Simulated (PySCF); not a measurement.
F₃H₃OSi₂, SMILES F[Si](F)(F)O[SiH3].

The structure is a stationary point at B3LYP-D3(BJ)/def2-SVP. The values are those of a single conformer.

Two levels are set side by side: TDDFT-PBE/def2-SVPD (PySCF) and TDDFT-ωB97X/def2-SVPD (PySCF). Vertical, same geometry. The lowest singlet is HOMO→LUMO 100 % with PBE and HOMO→LUMO 84 % with the other functional; states are paired by order. Differences are taken from unrounded values.

```csv
quantity,TDDFT-ωB97X,TDDFT-PBE,TDDFT-PBE minus TDDFT-ωB97X
lowest singlet excitation (eV),8.06,6.90,-1.16
lowest triplet excitation (TDA) (eV),7.69,6.59,-1.10
```

A lower first singlet is the usual sign of a functional without exact exchange. Differences between two approximate levels are no errors against the true value.

Rough cost on one machine, each run with all the roots and properties that it gave: TDDFT-ωB97X against TDDFT-PBE about 6 times.
